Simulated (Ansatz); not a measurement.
`[Cl][Zn][Br]` + CH₃SH → `C[S][Zn][Br]` + HCl at 600 K and 1 bar (ligand exchange at a Zn–Cl bond).

Gas-phase electronic energies from Ansatz, PBE0-D4/def2-TZVP geometries. CBS: MP2 limit from def2 TZ/QZ plus the TZ coupled-cluster correction, frozen cores. This one scheme is used for every species. For Br, Zn outer-core shells are correlated without core-valence functions, which leaves a few kJ/mol of doubt a bond. Scalar relativity is left out up to krypton. One conformer a species, not always the lowest.

```csv
species,CCSD(T)/CBS energy (Eh),H − E (kJ/mol),S (J/(mol·K))
`[Cl][Zn][Br]`,-4811.59312,38.2,336.0
CH₃SH,-438.22835,152.3,296.8
`C[S][Zn][Br]`,-4789.42259,154.6,429.5
HCl,-460.38127,35.4,207.2
```

H − E and S are ideal-gas, rigid-rotor, harmonic terms from PBE0-D4/def2-TZVP, for one conformer and one mirror image of each species. 1 Eh = 2625.50 kJ/mol, R = 8.31446 J/(mol·K).

Q: By hand: ΔE, ΔH, ΔS and ΔG.

A: ΔE = (-4789.42259) + (-460.38127) − (-4811.59312) − (-438.22835) = 0.01761 Eh = 46.2 kJ/mol. Δ(H − E) = 154.6 + 35.4 − 38.2 − 152.3 = -0.5, so ΔH = 45.7 kJ/mol. ΔS = 429.5 + 207.2 − 336.0 − 296.8 = 3.9 J/(mol·K). ΔG = 45.7 − 600 × (3.9)/1000 = 43.4 kJ/mol.

Q: By hand: the equilibrium constant, and the temperature at which ΔG would vanish if ΔH and ΔS stayed fixed.

A: log₁₀ K = −ΔG/(RT ln 10) = -3.8. ΔG = 0 at ΔH/ΔS = 11718 K, far beyond where these terms or the molecules hold.

The number of gas molecules stays the same, so ΔS is small and ΔH decides. A doubt of 5 kJ/mol in ΔE shifts log₁₀ K by 0.4 here. Other conformers and mirror images would add mixing entropy, several J/(mol·K) or more a flexible species. These are equilibria of isolated gas molecules and say nothing of rates. Largest T1 diagnostic: 0.012 (customary marks: 0.02 for closed shells, 0.045 for open ones).
